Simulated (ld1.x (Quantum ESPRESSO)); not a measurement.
# Ta (Z = 73): excitation energies, all-electron against RRKJ

- Element: tantalum
- Generator: ld1.x (Quantum ESPRESSO) 7.5
- Type: norm-conserving RRKJ (Kleinman–Bylander form)
- Functional: BP86
- Relativity: fully relativistic
- Frozen core: [Kr] 4d10 4f14
- Valence charge: 13
- Reference configuration: 5s2 5p6 5d3 6s0 6p0 (charge +2)
- Partial waves: 5s (bound): rc 1.85 bohr; 5d (bound): rc 2.20 bohr; 5p (bound): rc 1.90 bohr
- Local potential: the p channel
- Core correction: a·sin(br)/r model core inside 1.20 bohr
- rho0: 0.01

Open shells are filled in proportion to 2j + 1 (rel_dist='average').

Energies are relative to the spin-unpolarised reference configuration 5s2 5p6 5d3 6s0 6p0; without spin polarisation the order of configurations can differ from experiment. Not all tests gave a result: 3 of 7 tests not solved or not reliable. Left out of the table: 5s2 5p6 5d3 6s2 6p0 (pseudo-atom not self-consistent, printed error -1410 eV); 5s2 5p6 5d3 6s1 6p0 (solver errors, printed error -3.3 eV); 5s1 5p6 5d3 6s2 6p0 (solver errors, printed error -112 eV). The p channel is local and has no spin–orbit splitting in the pseudo-atom.

```csv
valence configuration,charge,ΔE all-electron (eV),error AE − PS (meV)
5s2 5p6 5d3 6s0 6p2,0,-15.211,+222
5s2 5p6 5d1 6s0 6p0,+4,58.801,-75
```

Task: What are ΔE and the potential's error for 5s2 5p6 5d2 6s0 6p0?

Result: ΔE = 23.714 eV all-electron; the error (AE − PS) is -14 meV.

Task: What are ΔE and the potential's error for 5s2 5p6 5d4 6s0 6p0?

Result: ΔE = -13.697 eV all-electron; the error (AE − PS) is -6.1 meV.

Levels in the configuration 5s2 5p6 5d3 6s0 6p2:

```json
{"level": "5s j=1/2", "all-electron (eV)": "-75.852", "pseudo (eV)": "-75.572"}
{"level": "5p j=1/2", "all-electron (eV)": "-48.695", "pseudo (eV)": "-42.359"}
{"level": "5p j=3/2", "all-electron (eV)": "-39.925", "pseudo (eV)": "-42.359"}
{"level": "5d j=3/2", "all-electron (eV)": "-6.551", "pseudo (eV)": "-6.366"}
{"level": "5d j=5/2", "all-electron (eV)": "-5.912", "pseudo (eV)": "-5.733"}
{"level": "6p j=1/2", "all-electron (eV)": "-3.216", "pseudo (eV)": "-2.856"}
{"level": "6p j=3/2", "all-electron (eV)": "-2.649", "pseudo (eV)": "-2.856"}
```

These tests converged, but a pseudo level misses the all-electron one widely, so the file describes the atom poorly there or has found another state: 5s2 5p6 5d2 6s0 6p0: 5p by 6.1 eV; 5s2 5p6 5d4 6s0 6p0: 5p by 6.0 eV; 5s2 5p6 5d3 6s0 6p2: 5p by 6.3 eV; 5s2 5p6 5d1 6s0 6p0: 5p by 6.1 eV.

A Bessel basis up to 400 Ry misses an occupied level by 2.19 Ry, so cutoffs and ghosts were not judged. The potential misses its own reference levels by up to 6.1 eV, so it is not fit for use.
